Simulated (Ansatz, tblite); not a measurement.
Forces on the cluster Si5Se5 at its PBE-D4/def2-SVP geometry. Total charge 0; singlet.

The xTB rows come from tblite. Another isomer (singlet) lies 0.66 eV lower at PBE0-D4/def2-TZVP; other spin states weren't run for this one.

GFN1-xTB (tblite), largest force 1.09 eV/Å:

```xyz
10
positions Å, forces eV/Å
Si   -0.488   -0.510   -0.291   -0.035   -0.296    0.686
Si    2.469    0.915    0.450   -0.952    0.519    0.115
Si   -2.995    1.547    0.506    0.421   -0.661   -0.466
Si    0.581    2.409    0.997    0.685   -0.772   -0.361
Si    2.112   -2.496   -0.953   -0.844    0.337   -0.107
Se   -0.985    1.922   -0.800   -0.160   -0.274    0.465
Se    1.677   -0.189   -1.568   -0.070   -0.338    0.440
Se   -2.801   -0.726    0.324    0.468    0.613   -0.208
Se   -0.090   -2.875   -0.455    0.422    0.651   -0.191
Se    0.520    0.004    1.791    0.064    0.221   -0.373
```

GFN2-xTB (tblite), largest force 0.62 eV/Å:

```
Si 0.166 0.017 0.516
Si 0.068 0.510 0.352
Si 0.155 -0.029 -0.060
Si 0.581 0.106 0.203
Si -0.080 0.154 0.007
Se -0.386 -0.109 -0.395
Se -0.169 -0.279 -0.456
Se -0.084 -0.004 -0.095
Se -0.017 -0.054 -0.113
Se -0.234 -0.311 0.042
```

PBE-D4/def2-TZVP (Ansatz), largest force 0.25 eV/Å:

```
Si 0.073 0.067 0.062
Si -0.202 -0.066 -0.023
Si 0.148 -0.118 -0.082
Si -0.032 -0.196 -0.071
Si -0.166 0.130 0.004
Se 0.012 -0.104 0.164
Se -0.039 -0.059 0.183
Se 0.081 0.115 -0.010
Se 0.091 0.107 -0.010
Se 0.034 0.124 -0.218
```
